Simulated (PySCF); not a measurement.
CHOS, SMILES C(=S)=[OH+], charge +1.

Coordinates come from a B3LYP-D3(BJ)/def2-TZVP optimisation. The isomer is the one that the SMILES or the coordinates give; other isomers of the formula were not compared.

Method: B3LYP-D3(BJ)/def2-TZVP run with PySCF 2.14.0.

Frequencies are harmonic and unscaled.

Q: Estimate the vibrational spectrum. (The exact figures need the calculation; the answer reports its results.)

A: 
| mode | ν (cm⁻¹) | IR (km/mol) | Raman (Å⁴/amu) | depolarisation | moving atoms (share of kinetic energy) |
|---|---|---|---|---|---|
| 1 | 444 | 26.7 | 1.4 | 0.68 | C 69 %, H 15 %, O 9 % |
| 2 | 481 | 2.6 | 0.7 | 0.75 | C 77 %, O 12 % |
| 3 | 922 | 0.6 | 20.6 | 0.19 | O 50 %, S 43 % |
| 4 | 1022 | 309.2 | 5.5 | 0.62 | H 76 %, O 15 %, C 9 % |
| 5 | 1928 | 528.6 | 5.2 | 0.11 | C 76 %, O 17 % |
| 6 | 3556 | 604.5 | 119.6 | 0.26 | H 94 % |
